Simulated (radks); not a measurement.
The numbers below are computed, except where a source is named.
Ta+, configuration [Xe] 4f14 5d0.5 6s2 6p1.5 (fractional occupations, a model configuration).

Code: a radial shooting solver on a logarithmic mesh with Libxc functionals. Model: scalar-relativistic Kohn-Sham, BLYP, spin-unpolarised, spherical densities, finite nucleus; Fermi nuclear charge, rms radius 5.3507 fm.

Energy parts (eV):
part                       energy
total                  -424568.26
kinetic                 466347.73
electron-nucleus      -1047265.15
Hartree                 164931.65
exchange-correlation     -8582.49

Orbitals (lengths in bohr, moments of r in powers of bohr):
orbital  occ.  eigenvalue (eV)       <r^4>
1s          2        -67369.85   6.206e-07
2s          2        -11589.27  0.00009385
2p          6        -10160.94  0.00007324
3s          2        -2667.172    0.003464
3p          6        -2242.181    0.003713
3d         10        -1745.536    0.002875
4s          2        -556.4317     0.08207
4p          6        -416.9830      0.1094
4d         10        -238.3307      0.1634
4f         14         -40.8582      0.6415
5s          2         -88.9836       2.637
5p          6         -54.8637       5.099
5d        0.5         -16.5207       29.12
6s          2         -15.0479       117.2
6p        1.5          -8.8373       319.6

The highest occupied level is 6p at -8.837 eV. The density falls to 0.001 e/bohr^3 at r = 4.91 bohr.
